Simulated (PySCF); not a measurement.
C₅H₅N₂O (doublet state).
Geometry (GFN2-xTB, Å), atoms numbered from 1 in this order:
```
atom  x, y, z in Å
C1    -2.230   -1.008    0.680
C2    -1.101   -0.401    0.732
C3    -0.396    0.254   -0.485
C4    -0.210    1.649   -0.219
N5    -0.030    2.752    0.032
C6     0.949   -0.463   -0.690
N7     1.886   -0.133    0.224
O8     1.110   -1.281   -1.560
H9    -3.006   -1.292    0.013
H10   -0.538   -0.295    1.651
H11   -1.007    0.114   -1.381
H12    2.802   -0.541    0.136
H13    1.768    0.645    0.851
```

The hyperfine couplings belong to this conformer and change with its torsions.

Identity: `[H]/[C]=C\[C@@H](C#N)C(N)=O` [radical].

The calculation used UKS B3LYP, pcH-1 on C H N O, non-relativistic, mean-field spin-orbit, GIAO (PySCF). Geometry: GFN2-xTB, one conformer, isolated molecule. A GFN2-xTB geometry isn't a minimum of the functional, and hyperfine couplings can be far from their values at a DFT geometry. The SCF solution wasn't tested for stability.

(1) Give the principal g shifts and their parts.

(2) What are the electron Larmor frequencies g μB B/h along the three axes at 340 mT?

(3) What effective moment and Curie constant follow for a powder?

(4) In a frozen sample, at which fields do the three g values resonate at 9.5, 34, 94 and 263 GHz (hyperfine left aside), and which band first spreads them over more than twice a line width of 0.3 mT?

## Answers

(1) 
| Δg (ppm) | 1 | 2 | 3 |
| --- | --- | --- | --- |
| relativistic mass correction | -150 | -150 | -150 |
| gauge correction | 39 | 7 | -28 |
| orbital Zeeman/spin–orbit | -355 | -14 | 590 |
| total | -467 | -157 | 411 |

So g = 2.00185, 2.00216, 2.00273 and g_iso = 2.00225; the tensor is rhombic: the two nearest values differ by 35 % of g3 − g1. Axes: g1 points within 14° of the C1–H9 bond and g2 points within 12° of the C2–C3 bond.

(2) 9.5263, 9.5277, 9.5304 GHz for g1, g2 and g3, a range of 4.2 MHz.

(3) With the mean of g² = 4.0090 and S(S+1) = 0.75: μ_eff = √(⟨g²⟩S(S+1)) = 1.734 μB and χT = 0.12505·⟨g²⟩·S(S+1) = 0.376 cm³ K/mol (cgs; spin-Hamiltonian part alone).

(4) 
```
band    GHz  B(g3) mT  B(g2) mT  B(g1) mT  spread mT
   X    9.5    338.91    339.01    339.06       0.15
   Q   34.0   1212.96   1213.30   1213.49       0.53
   W   94.0   3353.47   3354.42   3354.94       1.47
   J  263.0   9382.57   9385.23   9386.68       4.11
```

The spread grows in proportion to the frequency. W band is the first where it exceeds 0.6 mT.

The Mulliken spin populations are largest on C1 (+1.04), C2 (-0.17) and C3 (+0.08). No atom but C1 exceeds +0.15. The positive populations add up to 1.19 and the negative ones to -0.19, together 2S = 1.

The HOMO–LUMO gaps are 6.20 eV among the α and 4.68 eV among the β orbitals.

The run took 47 s (grids of density and orbitals included) on one thread, Arm Neoverse V2 (aarch64), shared host with 32 logical CPUs at a one-minute load of 12, and the process peaked at 0.94 GiB of memory.
